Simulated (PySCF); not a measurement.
Species: C4H6OSi.
SMILES with atom numbers: `[CH2:1]=[C:2]1[CH:3]=[CH:4][O:5][SiH2:6]1` (hydrogens: H7, H8 on C1; H9 on C3; H10 on C4; H11, H12 on Si6)

Geometry (GFN2-xTB, Å), atoms numbered from 1 in this order:
```
atom  x, y, z in Å
C1     1.9327   -0.3033   -0.2216
C2     0.6233   -0.1091   -0.0741
C3    -0.3795   -1.1633   -0.0947
C4    -1.6242   -0.7167    0.0749
O5    -1.8191    0.6166    0.2418
Si6   -0.3918    1.4666    0.1977
H7     2.3489   -1.2885   -0.3702
H8     2.6327    0.5144   -0.1984
H9    -0.1324   -2.2006   -0.2331
H10   -2.5280   -1.3045    0.0966
H11   -0.4479    2.3783   -0.9389
H12   -0.2134    2.1094    1.4942
```

Computed with TDDFT wB97X-D/def2-SVPD, vertical, gas phase, core orbitals frozen in the response in PySCF.

Computed states:

| state | E (eV) | f |
| --- | --- | --- |
| S1 | 5.01 | 0.324 |
| S2 | 5.50 | 0.0035 |
| S3 | 6.21 | 0.0011 |
| S4 | 6.26 | 0.0034 |
| S5 | 6.87 | 0.0000 |
| S6 | 6.89 | 0.015 |
| S7 | 7.24 | 0.026 |
| S8 | 7.35 | 0.155 |

Each state is given a Gaussian of 0.5 eV full width at half maximum, with ε(max) = 2.175×10⁸ f / Δν̃ (Δν̃ the width in cm⁻¹). The width is an assumption, not a result. The curve ends short of the highest state used, and states not computed would add to its high-energy end.

Q: What does the envelope look like, and where are its maxima?

A: 
```csv
E (eV),ε (L mol⁻¹ cm⁻¹)
4.26,36
4.34,126
4.43,437
4.51,1133
4.60,2792
4.69,5750
4.77,9397
4.86,13782
4.94,16661
5.03,17412
5.12,15220
5.20,11638
5.29,7307
5.37,4210
5.46,1981
5.54,935
5.63,396
5.72,184
5.80,112
5.89,96
5.97,119
6.06,169
6.15,220
6.23,248
6.32,252
6.40,246
6.49,267
6.57,351
6.66,553
6.75,907
```

Maxima: 248 nm (5.01 eV), ε about 18000, made up of S1 (100%); 197 nm (6.28 eV), ε about 250, made up of S3 (22%) and S4 (73%) (hardly more than a shoulder) (ε in L mol⁻¹ cm⁻¹; maxima over ε = 5, shares over 10%). At its high-energy end, 6.75 eV, the curve is still rising (ε about 910, from S6, S7 and S8).

Q: What would ε be at 5.01 eV, the highest of these maxima, with half the width (0.25 eV)?

A: About 35000 L mol⁻¹ cm⁻¹ against 17500, a factor of about 2.00; a lone state at its own centre would give exactly 2.

Q: On this curve, what absorbance would a 10⁻³ mol/L sample give at 222 nm over a 1 cm path?

A: 222 nm is 5.585 eV, where ε is about 610 L mol⁻¹ cm⁻¹, so A = ε c l ≈ 0.61 (Beer–Lambert, with the gas-phase spectrum and the assumed width).

Q: Coming from long wavelengths, where does ε first pass 100 L mol⁻¹ cm⁻¹?

A: At about 287 nm (4.32 eV), 0.68 eV below S1.
